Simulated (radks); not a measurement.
Coulomb parameter of the 3d shell of the manganese ion Mn3+ in the model configuration [Ar] 3d3 4s1, as a second difference U = [E(n + 1) + E(n - 1) - 2 E(n)] / (1)^2 with all orbitals relaxed. "Bare": the charge of the atom changes with n. "Screened": the 4s shell takes up the change at fixed total charge, which measures U(3d,3d) + U(4s,4s) - 2 U(3d,4s). All-electron calculation, Dirac Kohn-Sham, BLYP, spin-unpolarised, spherical densities, finite nucleus; open shells are shared between the two j in proportion to 2j + 1; Fermi nuclear charge, rms radius 3.7057 fm. Program: a radial shooting solver on a logarithmic mesh with Libxc functionals.

case         configuration  E - E(n) (eV)
start         [Ar] 3d3 4s1          0.000
bare +1       [Ar] 3d4 4s1        -38.999
bare -1       [Ar] 3d2 4s1         58.409
screened +1       [Ar] 3d4        -12.938
screened -1   [Ar] 3d2 4s2         17.966

U(bare) = 19.410 eV, U(screened by 4s) = 5.027 eV.
